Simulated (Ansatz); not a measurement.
A made-up structure of B$_{2}$H$_{4}$SO, singlet:

```xyz
8
angstrom
B -0.6511 1.2055 -0.7349
O 0.0658 0.0943 -0.5329
B 0.9256 -0.6780 0.1555
S 0.4027 -1.8048 1.4545
H -0.5832 2.1005 0.0605
H 1.6328 -1.5710 0.3134
H 2.0898 -0.6667 -0.1116
H -0.9083 -1.5086 1.4204
```

It is relaxed with PBE-D4/def2-SVP and then PBE0-D4/def2-TZVP (Ansatz 0.2.0). Atoms count as bonded within 1.22 times the sum of their covalent radii (H–H: 0.88 Å). The end point is not checked to be a true minimum.

(1) Does its bonding change? (A judgement: the text doesn't fix the answer.)

Results:

(1) By the calculation: Yes. Formed: none; broken: O2–B3.

Where it ends: The first stage lowers the energy by 4.96 eV in 30 steps. It ends as a complex of BH₃S ([BH2][SH]) + BHO ([BH][O]):
```
atom    x (Å)    y (Å)    z (Å)
  B1  -0.4289   1.3928  -0.6021
  O2   0.0246   0.6907  -1.4628
  B3   1.3216  -1.2572   0.4584
  S4   0.2048  -1.1045   1.8296
  H5  -0.8736   2.0961   0.2234
  H6   1.1553  -2.0754  -0.3864
  H7   2.2587  -0.5223   0.4774
  H8  -0.6883  -2.0489   1.4873
```

Labels in which every atom is bracketed show which atoms are joined, not bond orders.

For scale, one of the runs: PBE0-D4/def2-TZVP relaxation, 154 basis functions, launched by `ansatz run in.yaml --threads 2 --pin off --events-out ev --progress --plain --max-ram 4352MiB`. Hardware: 2 CPU threads of an Arm Neoverse N1, shared host. Wall time about 3.2 min.
